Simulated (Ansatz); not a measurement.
C3H7BSi. Total charge 0; spin multiplicity 1. The bonds changed during the relaxation, so this is another structure than the one it started from. The structure was optimised at the PBE0-D4/def2-TZVP level. It is one conformer, not always the lowest.

```xyz
12

C    -0.348   -1.604   -0.644
C     0.668   -1.029   -1.095
C     1.463    0.037   -0.684
B     0.260   -0.412    0.477
Si   -1.096    1.062    0.676
H    -1.127   -2.334   -0.717
H     1.315    0.986   -1.189
H     2.481   -0.170   -0.372
H     0.791   -0.955    1.407
H    -2.383    0.595    1.268
H    -0.605    2.178    1.537
H    -1.419    1.647   -0.663
```

Q: What is the dipole moment at B3LYP/def2-TZVPP? (An estimate is asked.)

A: The calculation gave: 2.31 D, with components (1.06, -1.33, -1.56) D in this frame, pointing from negative to positive charge.

Q: And with PBE, r2SCAN, ωB97M-V? (Estimate.)

A: Computed: PBE 2.27 D, r2SCAN 2.29 D, ωB97M-V 2.41 D.

Q: Give the Mulliken charges with B3LYP, PBE, r2SCAN in def2-TZVPP. (Estimate.)

A: Computed: 
```
atom  B3LYP    PBE  r2SCAN
  C1  -0.19  -0.15   -0.18
  C2   0.02   0.03    0.00
  C3  -0.20  -0.14   -0.11
  B4   0.09   0.03    0.09
 Si5   0.09   0.04    0.13
  H6   0.20   0.17    0.17
  H7   0.13   0.12    0.10
  H8   0.13   0.12    0.10
  H9   0.02   0.01   -0.01
 H10  -0.09  -0.07   -0.09
 H11  -0.09  -0.07   -0.09
 H12  -0.10  -0.08   -0.10
```

B3LYP here is the variant with VWN-RPA as its local correlation; programs differ in this.
